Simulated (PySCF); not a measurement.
Isomers of C4H4. Isolated molecules, 0 K electronic values unless said otherwise. Strings in code marks are SMILES.

Computed with PBE-D3(BJ)/def2-TZVP // B3LYP-D3(BJ)/def2-TZVP (PySCF 2.14.0). 

```tsv
species	HOMO (eV)	LUMO (eV)
`C#CC=C`	-6.16	-1.94
`C=C=C=C`	-6.12	[?]
`C1C=CC=1`	[?]	-2.61
`C1C(=C)C=1`	-4.99	-1.66
```

**Question.** Complete the blanks.

**Answer.** 
- `C=C=C=C`, LUMO (eV): -2.49
- `C1C=CC=1`, HOMO (eV): -4.59
